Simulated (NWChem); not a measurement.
System: SiNH3F2; SMILES N[SiH](F)F

Input file for NWChem:

```
start job
memory heap 200 mb stack 900 mb global 1100 mb
geometry units angstroms noautosym nocenter noautoz
  Si     0.314636     0.072964     0.004897
  N     -0.096145    -1.565979    -0.099814
  F     -0.095354     0.806740    -1.372093
  F     -0.507255     0.891478     1.132283
  H      1.753904     0.227615     0.288604
  H     -1.007025    -1.891006    -0.401158
  H      0.420167    -2.273495     0.407514
end
basis spherical
  * library def2-svp
end
dft
  xc b3lyp
  iterations 150
end
cosmo
  do_cosmo_smd true
  solvent water
end
task dft energy
```

Geometry: optimised at PBE0/def2-SVP. Solvent: water.

Level: B3LYP/def2-SVP with SMD (1 M gas to 1 M solution), gas-phase geometry. Reactions with the solvent are ignored.

Question: What results follow from this input? (B3LYP/def2-SVP, SMD on the gas-phase geometry.) Quantities: solvation free energy (kcal/mol); cavity-dispersion-structure term (kcal/mol); dipole in solution (D).

Answer: 
| Quantity | Result |
|---|---|
| solvation free energy (kcal/mol) | -2.6 |
| cavity-dispersion-structure term (kcal/mol) | 3.5 |
| dipole in solution (D) | 3.35 |
